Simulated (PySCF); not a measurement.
A GIAO shielding run with PySCF (density fitting, non-relativistic, gas phase) on SMILES CC1=C(C)CP(C)(=O)C1, C₇H₁₃OP:

```
$ OMP_NUM_THREADS=1 python probes_run.py task.json out

{"job": {"kind": "nmr", "xc": "PBE0", "basis": "pcSseg-1"}, "charge": 0, "multiplicity": 1}
C     -1.936415    -1.354662     0.594575
C     -0.786678    -0.646444    -0.047888
C     -0.700755     0.645965    -0.362085
C     -1.731195     1.708312    -0.148476
C      0.581467     1.084711    -1.017945
P      1.763201    -0.262562    -0.602923
C      2.367097     0.107547     1.085357
O      2.830642    -0.566762    -1.563896
C      0.410930    -1.491871    -0.391133
H     -2.796951    -0.706964     0.729233
H     -2.234732    -2.205791    -0.017291
H     -1.638527    -1.739206     1.570455
H     -1.356570     2.454529     0.552878
H     -2.662389     1.309158     0.241104
H     -1.937083     2.216492    -1.090344
H      0.482268     1.126229    -2.107363
H      0.912033     2.066573    -0.674434
H      1.549428     0.327011     1.764847
H      2.928089    -0.756474     1.436870
H      3.043477     0.957942     1.020617
H      0.274354    -2.012135    -1.344393
H      0.627899    -2.242212     0.371384
```

Hardware: 1 thread of an Arm Neoverse V1, shared host. The job also computes population analyses, field gradients, ring-centre shieldings.

(1) How large is the calculation?

(2) How long does it take?

Results:

(1) 78 electrons, 225 basis functions and 1185 auxiliary functions.

(2) 47 s of wall time, with 14 SCF cycles and 4 response iterations. Times on a shared host scatter by some tens of per cent.
